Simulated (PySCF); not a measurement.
**C8H12: full NMR table**

```
Formula                               : C8H12
SMILES                                : CCC#C/C=C/CC
InChI                                 : InChI=1S/C8H12/c1-3-5-7-8-6-4-2/h5,7H,3-4H2,1-2H3/b7-5+
Point group of the computed structure : C1
Degrees of unsaturation               : 3
Carbon signals                        : 8
Proton signals                        : 6
```

Atom-mapped SMILES (the numbers label the heavy atoms): `[CH3:1][CH2:2][C:3]#[C:4]/[CH:5]=[CH:6]/[CH2:7][CH3:8]`. Each H is labelled by its parent atom.

PySCF 2.14 calculation with geometry from GFN2-xTB and NMR shieldings at PBE0/pcSseg-1/GIAO; no relativistic terms, no solvent, one averaged value for each set of equivalent atoms, a single conformation.

Scale: $^{1}$H (31.72 ppm) and $^{13}$C (186.93 ppm) against TMS (reference shieldings calculated alike).

| carbon | δC, type | δH (multiplicity) | HMBC from (2–3 bonds) | span of the C tensor (ppm) |
| --- | --- | --- | --- | --- |
| C1 | 17.1, CH3 | 1.23 (t) | H(C2) | 30 |
| C2 | 16.5, CH2 | 2.49 (q) | H(C1) | 17 |
| C3 | 100.0, C | – | H(C5), H(C2), H(C1) | 220 |
| C4 | 86.2, C | – | H(C6), H(C5), H(C2) | 260 |
| C5 | 116.5, CH | 5.72 (d) | H(C6), H(C7) | 181 |
| C6 | 155.3, CH | 6.36 (m) | H(C5), H(C7), H(C8) | 237 |
| C7 | 32.9, CH2 | 2.17 (m) | H(C6), H(C5), H(C8) | 27 |
| C8 | 17.2, CH3 | 1.06 (t) | H(C6), H(C7) | 27 |

Carbon types of the structure: 2 × C, 2 × CH, 2 × CH2, 2 × CH3, which accounts for all hydrogens. δC 155.3, 116.5: alkene CH; an sp2 carbon of a C=C bond. δC 100.0, 86.2: alkyne carbon; sp carbons lie upfield of alkene carbons because the cylindrical π system leaves one tensor component strongly shielded. δC 32.9: allylic sp3 CH2; a saturated carbon with 2 carbon neighbours and no heteroatom attached. δC 16.5: propargylic sp3 CH2; saturated and bonded to C and H only. δH 2.17: hydrogen on an allylic sp3 CH2; allylic position.

Shifts are as computed. Against solution values, carbons near 30 ppm lie about +3 ppm off and those near 130 ppm about +5 ppm (rms about the fit 2.1 ppm; single classes can miss by 10 ppm). Of 1328 compounds with measured shifts, 309 miss one by over three times the rms of a fit or turn the order of signals round; such compounds aren't used in these exercises. Signals without a measured value on file couldn't be tested in this way; 1H shifts scatter by 0.2 ppm about their fit, and single ones miss by 0.5 ppm. Multiplicities follow the n + 1 count of equivalent neighbours, as no J values were calculated; m marks all less simple cases, F and P coupling included.
